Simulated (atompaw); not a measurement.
Before and after: PAW (atompaw) potential for Pt

```
Element                 : platinum (Pt)
Generator               : atompaw 4.2.0.5
Type                    : PAW
Functional              : LDA (PW92)
Relativity              : scalar-relativistic
Frozen core             : [Xe] 4f14
Valence charge          : 10
Reference configuration : 5d9 6s1 6p0
Partial waves           : 6s (bound): rc 3.00 bohr; 6s channel at 2.45 Ry: rc 3.00 bohr; 6p (bound, empty): rc 3.00 bohr; 6p channel at 1.55 Ry: rc 3.00 bohr; 5d (bound): rc 2.00 bohr; 5d channel at 0.75 Ry: rc 3.00 bohr
Local potential         : bessel scheme, radius 2.65 bohr
Core correction         : smooth core density matched at 1.75 bohr
Augmentation charge     : besselshape compensation charge, radius 2.90 bohr; PAW radius 3.00 bohr; waves and projectors: custom rrkj vanderbiltortho
```

Change: all radii scaled by about 0.83 (s 2.48, p 2.48, d 1.66 bohr); local potential bessel scheme, radius 2.18 bohr; augmentation besselshape compensation charge, radius 2.40 bohr; PAW radius 2.48 bohr; waves and projectors: custom rrkj vanderbiltortho; core correction smooth core density matched at 1.44 bohr.

Cutoffs: the cutoffs (Ry, on a coarse ladder) from which the occupation-weighted sum of valence levels, in a spherical-Bessel basis at the reference potential, stays within 10 and 1 mRy of its value at 400 Ry; they do not see the model core or the augmentation charge, which bear on the density cutoff.

Problem. What does the change do?

Solution. The potential gets harder (30 Ry and 45 Ry → 40 Ry and 70 Ry); neither file shows a bound ghost. A smaller radius makes the pseudo-wave follow the all-electron one further in, where it bends more sharply, so more plane waves are needed.

```tsv
quantity	base	changed
cutoff, loose	30 Ry	40 Ry
cutoff, tight	45 Ry	70 Ry
loose cutoff by channel (10 mRy a level)	s 6 Ry, d 21 Ry	s 6 Ry, d 30 Ry
bound ghosts	none	none
lowest overlap eigenvalue by channel	s 0.61, p 0.56, d 0.51	s 0.57, p 0.59, d 0.23
```

 The cutoffs see the waves, projectors and local potential, not the compensation charge or the core.
